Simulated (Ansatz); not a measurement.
Calculated with Ansatz (gas phase, PBE0-D4/def2-TZVP geometries, no zero-point term in ΔE). CCSD(T)/CBS adds triple-zeta CCSD(T) − MP2 to the extrapolated MP2 energy (def2 sets, frozen cores). This one scheme is used for every species, atoms too. Functionals use def2-TZVPP. No spin–orbit coupling; open shells (•) take unrestricted orbitals. Spin–orbit coupling would lower the free atoms: a little for C, O, Si. One conformer a species, not always the lowest.

`O=CN1CO[SiH2]1` → 2 C• + 5 H• + N• + 2 O• + Si•  (atomization)

(1) What is ΔE at CCSD(T)/CBS? (Estimate.)

(2) What do these levels give: r2SCAN-D4, PBE0-D4, ωB97X-V, B2PLYP, PBE, r2SCAN, PBE0, MP2/def2-TZVPP, HF/def2-QZVPP, SCS-MP2/def2-QZVPP, HF/CBS(def2), MP2/CBS(def2)? (Estimate.)

Largest T1 diagnostic among the species: 0.014.

Results:

(1) The calculation gave: +46.01 eV.

(2) The calculation gave: r2SCAN-D4 46.18, PBE0-D4 46.18, ωB97X-V 46.35, B2PLYP 45.59, PBE 47.29, r2SCAN 46.12, PBE0 45.97, MP2/def2-TZVPP 45.91, HF/def2-QZVPP 31.57, SCS-MP2/def2-QZVPP 46.52, HF/CBS(def2) 31.58, MP2/CBS(def2) 47.34 eV.

From PBE to PBE0 (25 % exact exchange), in def2-TZVPP and without D4, ΔE moves by −1.32 eV: exact exchange takes away binding that semilocal exchange gives to molecules. In def2-TZVPP, CCSD(T) changes the Hartree–Fock value by +13.11 eV (the triples alone add +0.91 eV) and MP2 by +14.44 eV; breaking electron pairs costs correlation energy, which Hartree–Fock lacks. The D4 term adds +0.41 eV with B3LYP and +0.21 eV with PBE0; it sums over pairs of atoms, weighted by their polarisabilities, and B3LYP, whose exchange is more repulsive, gets the larger term.

B3LYP here is the variant with VWN-RPA as its local correlation; programs differ in this.

For atomizations the MP2-based limit and the directly extrapolated one differ by several kJ/mol either way, and by 10 to 25 for some Ge, Se and Sn compounds, so smaller differences from it don't rank the levels.
